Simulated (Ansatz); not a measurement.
Species: sum formula HBOF2, charge 0, multiplicity 1. SMILES: OB(F)F
Coordinates optimised at B3LYP-D3(BJ)/def2-TZVP (Ansatz, an electronic-structure program):
```
B
F 1 1.3217
F 1 1.3324 2 118.24
O 1 1.3483 2 119.47 3 180.00
H 4 0.9626 1 114.10 2 -180.00
```
Charge 0, spin multiplicity 1.

Wanted: vertical triplet-singlet gap (E(triplet) - E(singlet); each state is the SCF solution reached for its spin), in kcal/mol. Cores are frozen in the correlated levels unless marked. Open shells are spin-unrestricted. Spin-orbit coupling is left out. Non-relativistic. CBS marks a two-point X^-3 extrapolation of the correlation energy; Hartree-Fock from the larger set. [CCSD(T)-MP2]/basis is that difference in the basis named.

| level | program | vertical triplet-singlet gap (kcal/mol) |
|---|---|---|
| B3LYP/def2-TZVPD | Ansatz | 199.9 |
| PBE0/def2-TZVPD | Ansatz | [?] |
| CAM-B3LYP/def2-TZVPD | Ansatz | 203.6 |
| B2PLYP/def2-TZVPD | Ansatz | 204.7 |
| CCSD/aug-cc-pVDZ | Ansatz | [?] |
| RI-MP2/CBS(aug-cc-pVTZ,aug-cc-pVQZ)+[CCSD(T)-MP2]/aug-cc-pVTZ | Ansatz | [?] |

Q: Fill in the missing entries.

A: 
- PBE0/def2-TZVPD, vertical triplet-singlet gap (kcal/mol): 200.1
- CCSD/aug-cc-pVDZ, vertical triplet-singlet gap (kcal/mol): 204.5
- RI-MP2/CBS(aug-cc-pVTZ,aug-cc-pVQZ)+[CCSD(T)-MP2]/aug-cc-pVTZ, vertical triplet-singlet gap (kcal/mol): 209.1
